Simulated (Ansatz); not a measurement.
Geometry optimisation, RKS revPBE-D4/def2-SVP in Ansatz 0.2.0.

input.yaml

```yaml
crystal:
  periodic: [false, false, false]
  atoms:
    - { symbol: O, position_ang: [1.515, 0.7677, 1.6058] }
    - { symbol: Sb, position_ang: [1.5533, -0.0045, -0.2584] }
    - { symbol: Cl, position_ang: [2.8421, -1.8423, 0.5314] }
    - { symbol: O, position_ang: [-0.0884, -1.0182, 0.0427] }
    - { symbol: Si, position_ang: [-1.3811, -0.0916, -0.7241] }
    - { symbol: H, position_ang: [0.8056, 1.5613, 1.5097] }
    - { symbol: H, position_ang: [-0.46852, -1.92679, 0.14303] }
    - { symbol: H, position_ang: [-2.6433, -0.737, -0.5504] }
    - { symbol: H, position_ang: [-1.4461, 1.2608, -0.0351] }
basis:
  gaussian: { orbitals: def2-SVP }
hamiltonian:
  xc: revpbe
  dispersion: d4
relax:
  f_tol: 0.02
  max_steps: 50
output:
  orbitals: {}
```

Launched with:

```bash
$ ansatz run input.yaml --threads 2 --pin off --max-ram 3072MiB --backend cpu --events-out ev --progress --plain --runs-dir out
```

Q: Where does it end, and by what steps?

A: It converged. After 35 steps the energy has fallen by 3.571 eV; H8 moved furthest, 1.53 Å. Parted: Sb2–O4.

```json
{"step": "0", "energy less start (eV)": "0.0000", "largest force component (eV/Å)": "3.655", "accepted": "yes"}
{"step": "2", "energy less start (eV)": "-1.4615", "largest force component (eV/Å)": "0.853", "accepted": "yes"}
{"step": "4", "energy less start (eV)": "-1.7209", "largest force component (eV/Å)": "0.731", "accepted": "yes"}
{"step": "6", "energy less start (eV)": "-1.8728", "largest force component (eV/Å)": "0.619", "accepted": "yes"}
{"step": "8", "energy less start (eV)": "-2.0147", "largest force component (eV/Å)": "0.583", "accepted": "yes"}
{"step": "10", "energy less start (eV)": "-2.4384", "largest force component (eV/Å)": "1.102", "accepted": "yes"}
{"step": "12", "energy less start (eV)": "-2.9853", "largest force component (eV/Å)": "1.541", "accepted": "yes"}
{"step": "14", "energy less start (eV)": "-3.1803", "largest force component (eV/Å)": "0.463", "accepted": "yes"}
{"step": "16", "energy less start (eV)": "-3.2536", "largest force component (eV/Å)": "0.599", "accepted": "yes"}
{"step": "18", "energy less start (eV)": "-3.3111", "largest force component (eV/Å)": "0.152", "accepted": "yes"}
{"step": "20", "energy less start (eV)": "-3.4011", "largest force component (eV/Å)": "0.772", "accepted": "yes"}
{"step": "22", "energy less start (eV)": "-3.4786", "largest force component (eV/Å)": "0.473", "accepted": "yes"}
{"step": "24", "energy less start (eV)": "-3.5086", "largest force component (eV/Å)": "0.219", "accepted": "yes"}
{"step": "26", "energy less start (eV)": "-3.5353", "largest force component (eV/Å)": "0.451", "accepted": "yes"}
{"step": "28", "energy less start (eV)": "-3.5600", "largest force component (eV/Å)": "0.199", "accepted": "yes"}
{"step": "30", "energy less start (eV)": "-3.5689", "largest force component (eV/Å)": "0.081", "accepted": "yes"}
{"step": "32", "energy less start (eV)": "-3.5708", "largest force component (eV/Å)": "0.055", "accepted": "yes"}
{"step": "34", "energy less start (eV)": "-3.5709", "largest force component (eV/Å)": "0.051", "accepted": "no"}
{"step": "35", "energy less start (eV)": "-3.5711", "largest force component (eV/Å)": "0.018", "accepted": "yes"}
```

```xyz
9
Properties=species:S:1:pos:R:3
O 1.560 1.035 1.352
Sb 1.579 0.647 -0.627
Cl 1.921 -1.802 -0.477
O -0.785 -0.867 1.150
Si -0.933 -0.079 -0.354
H 0.794 0.542 1.730
H -0.130 -1.594 1.072
H -1.431 -0.971 -1.460
H -1.886 1.059 -0.121
```

Whether the end is a true minimum wasn't checked by a vibrational analysis.

Run time: 95 s on 2 threads of Arm Neoverse V1 (shared host), peak memory 0.16 GiB.
